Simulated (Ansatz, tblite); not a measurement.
Removing and adding an electron: the cluster Ta₂O₆H₂. Total charge 0; singlet. Geometry: PBE-D4/def2-SVP. Ansatz, gas phase; energy differences of separate SCF runs; the oxidised species was run as a doublet alone; the reduced species was run as a doublet alone.

Cartesian coordinates in Å:
```
Ta 0.4691 0.1278 -0.9843
Ta -0.6405 0.1234 1.8569
O -1.3937 -1.3580 2.3569
O -1.3309 0.9786 0.1947
O -1.5336 0.3207 -1.1022
O 1.0109 -1.2807 -2.1490
O 0.9614 -0.2919 0.9147
O 1.2604 1.5871 -1.4938
H -0.4015 1.1359 3.3280
H 1.5985 -1.3427 -2.9219
```

In the def2 sets Ta takes a core potential; there is no spin–orbit coupling. The xTB rows come from tblite. HSE06 is defined as in plane-wave codes, on full-range PBE exchange. The structure holds one bond between oxygen atoms, so isomers without such links may lie far lower. The structure comes from a short search, and lower isomers may exist.

```json
{"level": "GFN1-xTB", "−HOMO (eV)": "11.72", "vertical IE (eV)": "14.41", "−LUMO (eV)": "8.09", "vertical EA (eV)": "5.64", "HOMO–LUMO gap (eV)": "3.63", "IE − EA (eV)": "8.77", "remarks": "–"}
{"level": "GFN2-xTB", "−HOMO (eV)": "12.34", "vertical IE (eV)": "15.06", "−LUMO (eV)": "9.25", "vertical EA (eV)": "6.44", "HOMO–LUMO gap (eV)": "3.09", "IE − EA (eV)": "8.62", "remarks": "–"}
{"level": "PBE-D4/def2-TZVP", "−HOMO (eV)": "7.27", "vertical IE (eV)": "10.04", "−LUMO (eV)": "3.98", "vertical EA (eV)": "–", "HOMO–LUMO gap (eV)": "3.29", "IE − EA (eV)": "–", "remarks": "–"}
{"level": "PBE-D4/def2-TZVPD", "−HOMO (eV)": "7.31", "vertical IE (eV)": "–", "−LUMO (eV)": "4.02", "vertical EA (eV)": "1.51", "HOMO–LUMO gap (eV)": "3.30", "IE − EA (eV)": "–", "remarks": "HOMO above zero (-1 doublet)"}
{"level": "PBE0-D4/def2-TZVP", "−HOMO (eV)": "8.92", "vertical IE (eV)": "10.72", "−LUMO (eV)": "3.06", "vertical EA (eV)": "–", "HOMO–LUMO gap (eV)": "5.86", "IE − EA (eV)": "–", "remarks": "–"}
{"level": "PBE0-D4/def2-TZVPD", "−HOMO (eV)": "8.94", "vertical IE (eV)": "–", "−LUMO (eV)": "3.08", "vertical EA (eV)": "1.50", "HOMO–LUMO gap (eV)": "5.86", "IE − EA (eV)": "–", "remarks": "HOMO above zero (-1 doublet)"}
{"level": "HSE06-D4/def2-TZVP", "−HOMO (eV)": "8.51", "vertical IE (eV)": "10.68", "−LUMO (eV)": "3.44", "vertical EA (eV)": "–", "HOMO–LUMO gap (eV)": "5.07", "IE − EA (eV)": "–", "remarks": "–"}
{"level": "HSE06-D4/def2-TZVPD", "−HOMO (eV)": "8.53", "vertical IE (eV)": "–", "−LUMO (eV)": "3.46", "vertical EA (eV)": "1.49", "HOMO–LUMO gap (eV)": "5.07", "IE − EA (eV)": "–", "remarks": "HOMO above zero (-1 doublet)"}
```

   A HOMO above zero means that the electron is unbound at that level or that self-interaction error raises the level; the energy of removing that electron tells which. Raw xTB energy differences between charge states are shifted by several eV; the methods need an empirical correction for them.
